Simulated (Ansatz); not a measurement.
`CO[SiH](C)C` and `CO[SiH](C)[SeH]` differ in one atom or group.

Ansatz, PBE0-D4/def2-TZVP geometries, multiplicity 1. Each molecule was computed in one conformer, which needn't be the lowest.

Scalar relativity is left out up to krypton. Spin–orbit coupling is left out; it splits and shifts lone-pair levels of the heavy atoms by tenths of an eV.

| property | `CO[SiH](C)C` |
| --- | --- |
| HOMO energy (B3LYP/def2-TZVPP) / eV | -7.56 |
| HOMO–LUMO gap (ωB97M-V/def2-TZVPP) / eV | 12.74 |
| size of the dipole moment (PBE/def2-TZVPP) / D | 0.76 |
| LUMO energy (PBE/def2-TZVPP) / eV | 0.38 |
| LUMO energy (B3LYP/def2-TZVPP) / eV | 0.88 |
| size of the dipole moment (ωB97M-V/def2-TZVPP) / D | 0.81 |

Problem. What does the change do to each property? (Estimate.)

Solution. Ansatz gave: 
```json
{"property": "HOMO energy (B3LYP/def2-TZVPP) / eV", "`CO[SiH](C)[SeH]`": "-6.76", "shift": "0.80"}
{"property": "HOMO–LUMO gap (ωB97M-V/def2-TZVPP) / eV", "`CO[SiH](C)[SeH]`": "11.08", "shift": "-1.66"}
{"property": "size of the dipole moment (PBE/def2-TZVPP) / D", "`CO[SiH](C)[SeH]`": "1.01", "shift": "0.25"}
{"property": "LUMO energy (PBE/def2-TZVPP) / eV", "`CO[SiH](C)[SeH]`": "-0.75", "shift": "-1.13"}
{"property": "LUMO energy (B3LYP/def2-TZVPP) / eV", "`CO[SiH](C)[SeH]`": "-0.16", "shift": "-1.04"}
{"property": "size of the dipole moment (ωB97M-V/def2-TZVPP) / D", "`CO[SiH](C)[SeH]`": "1.12", "shift": "0.31"}
```

With PBE0 the HOMO rises by 0.75 eV and the LUMO falls by 1.09 eV, so the gap narrows by about 1.84 eV. PBE moves the HOMO by 0.42 eV and ωB97M-V by 0.93 eV. Dipoles are sizes alone; their direction can turn.

B3LYP here is the variant with VWN-RPA as its local correlation; programs differ in this.
